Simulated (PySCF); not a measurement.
Vertical excitations of a molecule C₂H₇AlClN from TDDFT-CAM-B3LYP/def2-SVPD (PySCF), as energy in eV (oscillator strength): 5.66 (0.016), 6.38 (0.134), 6.81 (0.005), 7.15 (0.005), 7.25 (0.003), 7.26 (0.186), 7.83 (0.017), 7.85 (0.093). Lowest triplet (TDA): 5.33 eV. Geometry optimised at B3LYP-D3(BJ)/def2-SVP. Other conformers were not sampled.

Pick the molecule that these values belong to.
(A) C[CH2][Al]([NH2])[Cl]
(B) C[NH][Al]([CH3])[Cl]
(C) C[N](C)[AlH][Cl]

B, C[NH][Al]([CH3])[Cl]
